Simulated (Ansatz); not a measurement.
Frontier orbitals of `[OH][Ge@H]1[SiH2][Si@H]1F`.

Z-matrix (Å, degrees):
```
Ge
Si 1 2.437
Si 1 2.381 2 56.8
O 1 1.780 2 112.9 3 122.7
H 1 1.536 2 130.0 3 -102.7
H 2 1.489 1 138.4 3 119.9
H 2 1.492 1 96.9 3 -108.0
F 3 1.601 1 136.0 2 119.8
H 3 1.489 1 101.6 2 -106.3
H 4 0.961 1 112.3 2 -31.2
```

Total charge 0; spin multiplicity 1. Correlated methods include outer-core shells of Ge, which these sets cover unevenly. Scalar relativity is left out up to krypton. Geometry: relaxed with PBE0-D4/def2-TZVP. It is one conformer, not always the lowest. Basis def2-TZVPP, the Gaussian-basis code of Ansatz.

Orbital energies of one run (eV). Highest occupied ones, from the top: -5.91, -6.45, -8.26, -8.36, -8.82, -9.59, -10.23, -10.83, -11.07, -11.53, -12.96, -13.60, -15.36, -24.59. Empty: -2.67, -1.71, -1.10, -0.78, -0.67, -0.23.

Which functional gave them?
A. LDA (SPW92)
B. LC-ωPBE
C. ωB97M-V
D. PBE0

A. HOMO energies: LDA (SPW92) -5.91, ωB97M-V -8.71, PBE0 -6.80, LC-ωPBE -9.15 eV.

LC-ωPBE has ω = 0.4 bohr⁻¹.
